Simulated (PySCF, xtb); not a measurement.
C4H6OSe, SMILES C=C=COC[SeH]. Other conformers were not sampled.

Harmonic wavenumbers (cm⁻¹) from GFN2-xTB (xtb) at its own minimum, in rising order: 30, 86, 148, 177, 249, 273, 403, 501, 548, 567, 660, 827, 861, 881, 977, 994, 1107, 1176, 1225, 1229, 1321, 1409, 1440, 2081, 2089, 2887, 2976, 2987, 3063, 3072.

Task: What does PySCF with PBE-D3(BJ)/def2-SVP give at its own minimum? (An estimate is asked for; the answer gives what the named calculation found.)

Result: 45, 89, 176, 228, 255, 278, 397, 542, 581, 613, 703, 840, 857, 913, 963, 991, 1069, 1160, 1236, 1257, 1316, 1401, 1433, 2027, 2357, 2968, 3032, 3048, 3097, 3111. Paired by order, the mean absolute difference is 35 cm⁻¹ and the zero-point energies are 51.8 and 52.9 kcal/mol.
